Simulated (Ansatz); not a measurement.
ZrBr3, SMILES [Br][Zr]([Br])[Br] (connectivity only; charge and spin as stated), neutral, multiplicity 2.

Geometry: B3LYP-D3(BJ)/def2-SVP. The multiplicity is an assumed one; other spin states were not compared. The def2 effective core potentials stand for the cores of Zr; spin–orbit coupling is left out.

Two levels are set side by side: PBE/def2-TZVPD (Ansatz, a first-principles code) and CAM-B3LYP/def2-TZVPD (Ansatz). Energy differences of separate SCF runs at the same geometry; the states with an electron removed or added have multiplicity 1 and 1. Differences are taken from unrounded values.

```
quantity                         CAM-B3LYP   PBE  PBE minus CAM-B3LYP
-------------------------------  ---------  ----  -------------------
vertical ionisation energy (eV)       8.16  7.63                -0.54
vertical electron affinity (eV)       1.36  1.23                -0.13
```
